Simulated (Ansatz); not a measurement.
A run of Ansatz (development build ahead of 0.2.0) on doublet BeH at this shape:

```xyz
2

Be    0.0000    0.0000   -0.2934
H     0.0000    0.0000    1.1738
```

Its results:

```json
{
  "Converged": "yes",
  "Reference energy": "-15.14890 hartree",
  "Correlation energy": "-0.03904 hartree",
  "Total energy": "-15.18794 hartree",
  "Spin squared of the determinant": "0.754"
}
```

Problem. Which input gives this output? Name the method, the orbitals and the basis set, and write the input.

Solution. UHF-MP2 in cc-pVTZ.

```yaml
crystal:
  periodic: [false, false, false]
  atoms:
    - { symbol: Be, position_ang: [0.0, 0.0, -0.29344] }
    - { symbol: H, position_ang: [0.0, 0.0, 1.17378] }
basis:
  gaussian: { orbitals: cc-pVTZ }
magnetization:
  spin_polarized: true
  initial_magnetization: 1
hamiltonian:
  xc: hf
correlation:
  method: mp2
  frozen_orbitals: { Be: 0, H: 0 }
```
